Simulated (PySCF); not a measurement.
An unknown shows these calculated signals:

1H NMR (600 MHz, computed): δ 7.35 (d, 1H), 6.82 (d, 1H), 5.21 (br, 1H), 4.93 (br, 1H), 4.12 (t, 3H), 2.87 (t, 2H), 0.78 (m, 2H).

13C{1H} NMR (computed): δ 209.6 (C), 165.2 (C), 143.4 (CH), 140.9 (CH), 44.8 (CH2), 4.2 (CH2).

Method: GIAO PBE0/pcSseg-1 shieldings, coordinates at the GFN2-xTB level, in PySCF (non-relativistic, one averaged value for each set of equivalent atoms, one conformer, in vacuum).

Chemical shifts δ = σref − σ; TMS for 1H (σref 31.72) and 13C (σref 186.93), all at this level.

Which of these does the molecule contain: a Si–H bond, an S-methyl group, an NH or NH2 group, a benzene ring, a ketone, a carboxylic acid?

Results:


- A Si–H bond: yes (δH 4.12 (t)).
- An S-methyl group: no.
- An NH or NH2 group: yes (δH 4.93 (br), 5.21 (br)).
- A benzene ring: no.
- A ketone: yes (δC 209.6).
- A carboxylic acid: no.

The data belong to SMILES NC(=O)/C=C/C(=O)CC[SiH3], C₆H₁₁NO₂Si; they needn't prove each group on their own.

Carbon signals by region: 2 in the far downfield region (above 160 ppm), 2 in the sp2 and nitrile region (100–160 ppm), 2 below 50 ppm. Above 160 ppm: 209.6, ketone carbonyl carbon, 165.2, amide carbonyl carbon.

The OH or NH signal is concentration- and solvent-dependent in practice; the value given is the gas-phase one. The two substituents on the amide-type nitrogen aren't averaged: C–N rotation is slow on the NMR time scale. Shifts are as computed. Against solution values, carbons near 30 ppm lie about +3 ppm off and those near 130 ppm about +5 ppm. Of 1309 compounds with measured shifts, 239 miss one by over three times the rms of a fit or turn the order of signals round; such compounds aren't used in these exercises. The C=O carbon of an acid or of an amide with N–H lies up to 10 ppm further downfield in solution, through hydrogen bonding that the calculation lacks. Multiplicities follow the n + 1 count of equivalent neighbours, as no J values were calculated; m marks all less simple cases, F and P coupling included.
